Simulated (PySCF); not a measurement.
Species: C2H5BBrP.
Atom-mapped SMILES: `[CH:1]#[C:2][B@@H-:3]([PH3+:4])[Br:5]` (hydrogens: H6 on C1; H7 on B3; H8, H9, H10 on P4)
Bond orders are those of one Lewis drawing.

Computed by this run: PBE0-D3(BJ)/def2-SVP geometry optimisation, gas phase in PySCF; density fitting, grid level 1; the optimiser is geomeTRIC in internal coordinates, started from a GFN2-xTB structure with every atom displaced at random (about 0.01 Å).

Step 0: E = -82137.2427 eV
```
atom  x, y, z in Å  |  force x, y, z in eV/Å
C1      1.9901    1.4641    0.7962    0.350   0.751  -0.064
C2      1.1510    0.6038    0.8651   -0.744  -1.061   0.109
B3      0.1454   -0.5670    0.9302    1.001   0.134  -0.131
P4     -1.2579   -0.2230   -0.2969   -1.431   0.254  -0.016
Br5     0.7815   -2.1914   -0.1361    0.294  -0.380   0.024
H6      2.6774    2.2667    0.7383    0.529   0.450  -0.021
H7     -0.2166   -0.8830    2.0120   -0.457  -0.172   0.505
H8     -0.8383   -0.0177   -1.5887    0.514   0.150  -0.791
H9     -2.1466   -1.2806   -0.4886   -0.155  -0.451   0.064
H10    -2.2365    0.8016   -0.2282    0.099   0.325   0.321
```

Step 1: E = -82137.4281 eV
```
atom  x, y, z in Å  |  force x, y, z in eV/Å
C1      1.9688    1.4923    0.7874    0.052   0.270  -0.034
C2      1.1687    0.5796    0.8464   -0.068  -0.146   0.032
B3      0.1898   -0.6139    0.8997    0.103  -0.189  -0.103
P4     -1.3026   -0.2184   -0.3339    0.042  -0.130  -0.066
Br5     0.9152   -2.2890   -0.0268   -0.085   0.084   0.045
H6      2.6657    2.3091    0.7413    0.025  -0.023   0.010
H7     -0.2840   -0.8970    1.9779   -0.098   0.037   0.004
H8     -0.8697    0.0090   -1.6593   -0.003   0.021   0.020
H9     -2.2255   -1.2735   -0.5079    0.013  -0.022   0.031
H10    -2.1771    0.8753   -0.1215    0.018   0.098   0.059
```

Question: Estimate the geometry and energy of step 2. (The exact step hangs on the optimiser's Hessian estimate; all steps are aligned on step 1, rigid shifts and turns removed.)

Answer: E = -82137.4375 eV, largest force 0.108 eV/Å
```
atom  x, y, z in Å  |  force x, y, z in eV/Å
C1      1.9511    1.5027    0.7812   -0.089   0.058  -0.020
C2      1.1694    0.5712    0.8415    0.076  -0.034   0.044
B3      0.1987   -0.6329    0.8958    0.014  -0.051  -0.090
P4     -1.2870   -0.2233   -0.3340   -0.011  -0.004  -0.022
Br5     0.9002   -2.3097   -0.0262   -0.006   0.014   0.039
H6      2.6374    2.3285    0.7368    0.018  -0.012   0.006
H7     -0.3025   -0.8984    1.9675   -0.021   0.015   0.014
H8     -0.8585    0.0077   -1.6593   -0.012   0.006  -0.003
H9     -2.2265   -1.2654   -0.4985   -0.002   0.001   0.010
H10    -2.1329    0.8932   -0.1015    0.034   0.007   0.022
```

The energy changes by -0.0094 eV. The first-order estimate −F·Δx gives -0.0132 eV and the mean of the old and new forces, exact on a quadratic surface, -0.0091 eV. The step makes an angle of 70° with the force vector and moves no atom by more than 0.052 Å.

The cost below is that of the whole optimisation. Hardware: one thread of an Arm Neoverse V2, no GPU, shared host with 96 logical CPUs at a one-minute load of 35. Cost: 32 s of wall time, 0.50 GiB resident at most.
